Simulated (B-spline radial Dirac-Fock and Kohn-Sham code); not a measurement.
# Photoelectron lines of S¹¹⁺ at Al Kα (taken as 1486.9 eV)

System: the S¹¹⁺ ion in the configuration 1s2 2s2 2p1.

Model: independent-particle photoionisation in a Dirac-Hartree-Slater potential with a Latter tail, all multipoles, thresholds from Dirac-Fock ΔSCF. Program: a radial atomic solver. The asymmetry parameter β is from the dipole term alone. Kinetic energies are from the vacuum level. Open shells are spread statistically over j, without multiplet splitting.

The last column is dσ/dΩ = σ/(4π) · [1 − (β/2) P₂(cos θ)] at θ = 0° from the beam of unpolarised light.

```
subshell  electrons  binding (eV)  kinetic (eV)  σ (kb)     β  dσ/dΩ (kb/sr)
      2s          2         590.9         896.0    27.5  2.00            ≈ 0
   2p1/2       0.33         565.1         921.8    2.05  1.19         0.0663
   2p3/2       0.67         563.4         923.5    4.03  1.19          0.129
```

Branching ratios of the spin-orbit partners (statistical value in brackets): 2p 1.96 (2.00).

Values without a named source are computed, but for edge energies of neutral atoms, which are taken from tables.
